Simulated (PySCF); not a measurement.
## Constants of HI, step by step

State: ¹Σ⁺, singlet, closed shell. De refers to H + I. RHF-based CCSD(T) in PySCF 2.14 with H aug-cc-pVTZ, I aug-cc-pVTZ-PP with ECP28 and H aug-cc-pVQZ, I aug-cc-pVQZ-PP with ECP28 (frozen core orbitals: 9; scalar-relativistic core potentials). Correlation energies are extrapolated as n⁻³ (n = 3, 4), Hartree–Fock as (n+1)·exp(−9√n). CV is the change on freezing 4 orbitals instead, in H cc-pVTZ, I cc-pwCVTZ-PP with ECP28.

| Level | Re (Å) | ωe (cm⁻¹) | ωexe (cm⁻¹) | αe (cm⁻¹) | De (eV) |
| --- | --- | --- | --- | --- | --- |
| CCSD(T)/TZ | 1.6198 | 2312.3 | 38.8 | 0.164 | 3.374 |
| CCSD(T)/QZ | 1.6178 | 2315.8 | 38.7 | 0.165 | 3.412 |
| HF/CBS | 1.6001 | 2449.8 | 32.2 | 0.146 | 2.273 |
| MP2/CBS | 1.6084 | 2386.2 | 34.7 | 0.154 | 3.379 |
| CCSD/CBS | 1.6151 | 2336.0 | 37.5 | 0.162 | 3.377 |
| CCSD(T)/CBS | 1.6180 | 2316.0 | 38.5 | 0.165 | 3.434 |
| CCSD(T)/CBS+CV | 1.6090 | 2327.7 | 38.6 | 0.167 | 3.474 |

Problem. How much is left between CCSD(T)/QZ and the basis-set limit, and how much do the triples give at the limit?

Solution. CCSD(T)/CBS less CCSD(T)/QZ: +0.2 mÅ in Re, +0.2 cm⁻¹ in ωe and +0.022 eV in De. CCSD(T)/CBS less CCSD/CBS: +2.9 mÅ in Re, -20.0 cm⁻¹ in ωe and +0.057 eV in De.

Problem. What do the later terms add?

Solution. CV: -9.0 mÅ in Re, +11.7 cm⁻¹ in ωe and +0.040 eV in De, each against the row above.

Measured (Huber and Herzberg, Constants of Diatomic Molecules (1979)): Re = 1.60916 Å, ωe = 2309.014 cm⁻¹, ωexe = 39.6435 cm⁻¹. The last row is off by -0.2 mÅ and 18.7 cm⁻¹.

The T1 diagnostic is 0.008. The open-shell atoms are computed with UHF. Spin–orbit coupling, excitations beyond (T) and corrections to the Born–Oppenheimer picture are left out, and spin–orbit coupling matters for open p, d or f shells this heavy.

The whole job (state search and all basis sets along the bond) took about 5.2 min on 4 threads of Arm Neoverse N1 (shared host), peak memory 4.4 GiB.
